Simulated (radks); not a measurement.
Values are calculated unless marked as measured or tabulated.
Polarisability of the thallium ion Tl+, [Hg], at imaginary frequency. Code: a radial shooting solver on a logarithmic mesh with Libxc functionals. Model: non-relativistic Kohn-Sham, PBE, spin-polarised, spherical densities, point nucleus; relativity is left out, which matters for an element this heavy. Response by self-consistent Sternheimer equations with the Hartree and adiabatic LDA kernel.

| w (hartree) | alpha1(iw) (bohr^3) | alpha2(iw) (bohr^5) |
|---|---|---|
| 0.00266 | 30.44 | 189.2 |
| 0.0143 | 30.36 | 189.0 |
| 0.0360 | 29.95 | 187.9 |
| 0.0697 | 28.69 | 184.5 |
| 0.118 | 26.00 | 176.3 |
| 0.186 | 21.72 | 160.4 |
| 0.280 | 16.65 | 135.0 |
| 0.413 | 12.02 | 102.6 |
| 0.605 | 8.424 | 69.74 |
| 0.892 | 5.793 | 42.78 |
| 1.35 | 3.812 | 24.00 |
| 2.12 | 2.269 | 12.22 |
| 3.59 | 1.123 | 5.347 |
| 6.94 | 0.4200 | 1.743 |
| 17.5 | 0.1022 | 0.3151 |

Static values: alpha1 = 30.44 bohr^3 (4.511 angstrom^3; uncoupled 61.22), alpha2 = 189.2 bohr^5, alpha3 = 2209 bohr^7. C6 = 243.4, C8 = 8630, triple-dipole C9 = 4971 atomic units. One-pole (London) frequency 4 C6 / (3 alpha1^2) = 0.350 hartree, against 0.509 for minus the highest occupied eigenvalue.
